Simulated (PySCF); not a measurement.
## Vertical excitation energies

Species: CH10N2OSi2.
SMILES: `CN([SiH3])[Si@@H](N)O`

Method: TDDFT CAM-B3LYP/def2-SVPD, vertical, gas phase, core orbitals frozen in the response in PySCF 2.14.0, density-fitted response routines. Geometry: GFN2-xTB, one conformer, isolated molecule. Torsions of this conformer, `[CH3:1][N:2]([SiH3:3])[Si@@H:4]([NH2:5])[OH:6]`: C1–N2–Si4–N5 -151°, H–N5–Si4–N2 -48°, H–N5–Si4–N2 179°, H–O6–Si4–N2 -71°.

```csv
state,E (eV),λ (nm),f,|μ| (D),"main configurations (H = HOMO, L = LUMO)"
S1,6.24,198.6,0.0033,0.37,"H→L (60%), H→L+2 (28%), H→L+3 (8%)"
S2,6.70,185.1,0.0020,0.28,"H→L+1 (39%), H→L+2 (22%), H→L+4 (16%)"
S3,6.92,179.2,0.043,1.28,"H-1→L (54%), H-1→L+3 (14%), H→L+2 (10%)"
S4,6.99,177.4,0.0046,0.42,"H→L+2 (31%), H→L+1 (25%), H→L (18%)"
S5,7.20,172.3,0.024,0.94,"H→L+4 (41%), H→L+3 (32%), H→L+6 (10%)"
S6,7.37,168.1,0.043,1.24,"H→L+3 (34%), H→L+4 (28%), H→L+1 (22%)"
S7,7.67,161.6,0.018,0.79,H→L+5 (77%)
S8,7.74,160.1,0.020,0.83,"H-1→L+2 (46%), H-1→L+1 (38%)"
```

Triplets (Tamm–Dancoff): T1 6.02 eV, H→L (45%), H→L+2 (42%); T2 6.50 eV, H→L+1 (24%), H→L+2 (21%), H→L+4 (14%); T3 6.57 eV, H-1→L (53%), H-1→L+3 (19%).

The lowest singlet lies at 6.24 eV (199 nm, vacuum ultraviolet) and is very weak; its leading configuration is HOMO→LUMO (60%). The largest oscillator strength of a single state is 0.043. Löwdin shares by element: HOMO nitrogen 55% or more, silicon 14%, carbon 10% (atoms not listed hold the other 20%); LUMO silicon 40%, oxygen 12%, hydrogen 6% or more (atoms not listed hold the other 42%). The listed states span 1.50 eV, and the widest gap between neighbours is 0.46 eV (S1 to S2). Of the 8 states listed, 5 reach f = 0.01 and none stays under 0.0005. Orbital energies (eV): HOMO-3 -10.98, HOMO-2 -10.67, HOMO-1 -9.17, HOMO -8.25, LUMO 0.97, LUMO+1 1.42, LUMO+2 1.54. Only the lowest 8 singlets were computed, as vertical energies without vibronic structure.

Without π bonds the low states are Rydberg-like; a valence basis with one diffuse set may place them up to an eV too high.
